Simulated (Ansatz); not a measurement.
Consider the formal exchange of groups at a C–In bond: `C=C[CH2][InH2]` + `CCl` → `C=CCCCl` + `[InH3]`.

Program: Ansatz. Geometries: PBE0-D4/def2-TZVP. ΔE: electronic, gas phase. CCSD(T)/CBS adds triple-zeta CCSD(T) − MP2 to the extrapolated MP2 energy (def2 sets, frozen cores). This one scheme is used for every species. Functionals use def2-TZVPP. HSE06 is defined as in plane-wave codes. def2 core potentials past Kr. For In outer-core shells are correlated without core-valence functions, which leaves a few kJ/mol of doubt a bond. Each species was taken in one conformer, which may not be the lowest.

CCSD(T)/CBS gives +7.3 kcal/mol.

(1) Another level gave +4.0 kcal/mol. Which?
A. CAM-B3LYP/def2-TZVPP
B. HSE06-D4/def2-TZVPP
C. r2SCANh-D4/def2-TZVPP
D. CCSD/def2-TZVPP

Largest T1 diagnostic among the species: 0.014.

Results:

(1) D. CCSD/def2-TZVPP 4.0, CAM-B3LYP 2.6, r2SCANh-D4 6.3, HSE06-D4 5.4 kcal/mol.

At CCSD(T), def2-SVP lies −7.6 kcal/mol from the extrapolated value and def2-TZVPP −2.1 kcal/mol. From BLYP to BHLYP (50 % exact exchange), in def2-TZVPP and without D4, ΔE moves by −3.0 kcal/mol.
